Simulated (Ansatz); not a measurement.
A search over several starts for the lowest SCF solution of the cluster Cu₆Si⁺ at the given spin, in a small basis.

```yaml
crystal:
  periodic: [false, false, false]
  atoms:
    - {symbol: Si, position_ang: [1.368587, -1.078402, 0.165863]}
    - {symbol: Cu, position_ang: [-0.716874, -0.836404, 1.167805]}
    - {symbol: Cu, position_ang: [0.861757, 1.107368, 0.779984]}
    - {symbol: Cu, position_ang: [-1.456160, 1.476894, 1.474902]}
    - {symbol: Cu, position_ang: [1.259010, 0.335327, -1.629535]}
    - {symbol: Cu, position_ang: [-0.349580, -1.645334, -1.234347]}
    - {symbol: Cu, position_ang: [-0.966739, 0.640550, -0.724653]}
basis:
  gaussian: {orbitals: def2-SVP, initial_orbitals: start.molden}
total_charge: 1
magnetization: {spin_polarized: true, initial_magnetization: 1}
hamiltonian: {xc: pbe0, dispersion: d4}
output: {orbitals: {seedname: orbitals}}
```

The file start.molden holds the orbitals of an earlier run on this structure, at another level or in another basis.

```sh
$ ansatz run in.yaml --threads 4 --pin off --events-out ev --progress --plain --max-ram 6963MiB
```

It prints (some lines left out):

```
Functional definition: PBE0
2242 factors; integrals over basis functions are off by at most 5.9e-4 eV
mean field evaluation 1: about -275603.0252 eV, gradient 8.8e1 eV
mean field evaluation 2: about -275616.5244 eV, gradient 1.9e1 eV
mean field evaluation 4: about -275634.0359 eV, gradient 8.2e0 eV
mean field evaluation 8: about -275636.4727 eV, gradient 7.8e-2 eV
mean field evaluation 16: about -275220.7872 eV, gradient 3.8e2 eV
mean field evaluation 32: about -275636.4727 eV, gradient 1.8e-2 eV
mean field -275636.47270135 eV, -10129.4535386629 hartree, gradient 2.7e-5 eV, S^2 0.759740; 1 other end points of the search recorded, 0 dependent functions left out
reference -275636.47274924 eV, -10129.4535404231 hartree; 94, 93 occupied and 110, 111 virtual orbitals, 2242 factors
Total energy: -275636.95914328 eV, -10129.4714150741 hartree
```

It took 77 s on 4 threads of Intel Xeon on a shared host, peak host memory 1.4 GiB.

The structure comes from a short search, and lower isomers may exist.
